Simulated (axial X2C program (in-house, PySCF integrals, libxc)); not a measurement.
# SI: from Re and ωe to a spectrum

A bond curve at the LDA level, two-component, was computed with an axial X2C code built on PySCF integrals (basis I dyall-cv3z [11s12p8d4f1g], S dyall-av3z [9s8p3d2f] (cores contracted in-house)) for the state Ω = 3/2 (⟨Sz⟩ = 0.50, ⟨Lz⟩ = 1.00 at LDA). Its fit gives Re = 2.2974 Å, ωe = 417.1 cm⁻¹, ωexe = 1.34 cm⁻¹ and αe = 5.389e-04 cm⁻¹; the masses are 126.9045 and 31.9721 u. Two-component means X2C with spin–orbit coupling and atomic mean-field Coulomb and Gaunt terms.

(1) Find the reduced mass, Be and the force constant.

(2) The dipole moment p changes by 0.43 D/Å at Re. What harmonic infrared intensity follows?

(3) Where do the fundamental and the first overtone lie?

(4) A Morse curve ties αe to the other constants (Pekeris). How well does that hold?

(5) Estimate De from a Morse curve and compare with the computed well depth of 3.267 eV to I + S.

The state is one determinant whose occupation by symmetry is held fixed; it was picked as the lowest of a PBE0 search that is not exhaustive. De is counted from the lowest determinant-based energies of the atoms at the same level, without counterpoise correction. Density functionals use the spin component along the axis (collinear). Without a current term, density functionals place determinants with orbital angular momentum somewhat too high.

Answers

(1) From the LDA values: μ = 25.5381 u. Be = 16.8576/(μ Re²) = 0.1251 cm⁻¹. k = 5.8918×10⁻⁷ μ ωe² = 2.62 mdyn/Å.

(2) I = 42.256 × (dp/dR)²/μ = 0.31 km/mol.

(3) ν(1←0) = ωe − 2ωexe = 414.4 cm⁻¹; ν(2←0) = 2ωe − 6ωexe = 826.2 cm⁻¹.

(4) αe(Morse) = 6Be²/ωe × (√(ωexe/Be) − 1) = 5.115e-04 cm⁻¹; the LDA curve gives 5.389e-04 cm⁻¹, a ratio of 0.95.

(5) De(Morse) = ωe²/(4ωexe) = 4.024 eV against 3.267 eV computed, a ratio of 1.23. The extrapolation overshoots: the well softens faster than a Morse curve, or the lowest atomic limit lies below the one to which the curve heads.
